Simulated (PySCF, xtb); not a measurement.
CClF, SMILES F[C]Cl (connectivity only; charge and spin as stated), neutral, multiplicity 1.

Harmonic wavenumbers (cm⁻¹) from xtb with GFN2-xTB at its own minimum, in rising order: 442, 824, 1127.

Task: What does PySCF with PBE-D3(BJ)/def2-TZVP give at its own minimum? (An estimate is asked for; the answer gives what the named calculation found.)

Result: 425, 722, 1114. Paired by order, the mean absolute difference is 44 cm⁻¹ and the zero-point energies are 3.4 and 3.2 kcal/mol.
